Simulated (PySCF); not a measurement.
# An isoelectronic set: 85 electrons

r²SCAN in PySCF with def2-SVP on every atom (core potentials on Sn, Sb, Te), for the lowest determinant that a PBE0 search found; no spin–orbit coupling. All have 85 electrons, 11 of them in the valence shells, and the same state, a doublet (π ↑). For ions De leads to the atom and ion picked by measured ionisation energies and electron affinities.

```csv
species,difference of nuclear charges,Re (Å),ωe (cm⁻¹),k (mdyn/Å),De (eV),dissociates to,Mayer bond order
SnBr,15,2.542,245,1.68,3.59,Sn + Br,1.13
SbSe,17,2.357,332,3.13,3.13,Sb + Se,2.26
TeAs,19,2.358,327,2.99,2.91,Te + As,2.34
SbBr⁺,16,2.413,307,2.65,3.44,Sb⁺ + Br,1.63
```

These are scalar-relativistic numbers at best; spin–orbit coupling would shift them, the dissociation energy most. For an ion De counts to the pair picked by the measured ionisation energies or electron affinities, which need not be the lowest pair at this level. States were picked by a PBE0 search and need not be the measured ground states.
